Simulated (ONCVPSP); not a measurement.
**barium: excitation energies, all-electron against ONCV**

* Element: barium
* Generator: ONCVPSP 4.0.1
* Type: optimised norm-conserving Vanderbilt (ONCV)
* Functional: PBE
* Relativity: fully relativistic
* Frozen core: [Kr] 4d10
* Valence charge: 10
* Reference configuration: 5s2 5p6 6s1 (charge +1)
* Partial waves: 5s+6s: rc 2.85 bohr, ncon 3, nbas 8, qcut 4 1/bohr, 2 projectors; 5p: rc 2.65 bohr, ncon 5, nbas 9, qcut 4.3 1/bohr, 3 projectors, debl 2.2 Ha; d scattering state at 0.05 Ha: rc 2.30 bohr, ncon 3, nbas 8, qcut 4.6 1/bohr, 2 projectors, debl 1.4 Ha
* Local potential: polynomial inside 1.45 bohr (lpopt 5, dvloc0 3 Ha)
* Core correction: none

Open shells are filled in proportion to 2j + 1.

Energies are relative to the spin-unpolarised reference configuration 5s2 5p6 6s1; without spin polarisation the order of configurations can differ from experiment.

Q: Give the all-electron excitation energy and the error of the potential for: 5s2 5p6 6s2; 5s2 5p6 6s0; 5s2 5p6 6s1.5; 5s2 5p6 6s0 6p2.

A:

```json
{"valence configuration": "5s2 5p6 6s2", "charge": "0", "ΔE all-electron (eV)": "-5.361", "error AE − PS (meV)": "-0.2"}
{"valence configuration": "5s2 5p6 6s0", "charge": "+2", "ΔE all-electron (eV)": "9.978", "error AE − PS (meV)": "-0.5"}
{"valence configuration": "5s2 5p6 6s1.5", "charge": "+0.5", "ΔE all-electron (eV)": "-3.225", "error AE − PS (meV)": "-0.1"}
{"valence configuration": "5s2 5p6 6s0 6p2", "charge": "0", "ΔE all-electron (eV)": "-1.233", "error AE − PS (meV)": "0.0"}
```

These tests converged, but a pseudo level misses the all-electron one widely, so the file describes the atom poorly there or has found another state: 5s2 5p6 6s0 6p2: empty 6s by 8.0 eV.

Note: no bound ghost flagged; GHOST(+) flagged for s at 23.7 eV.
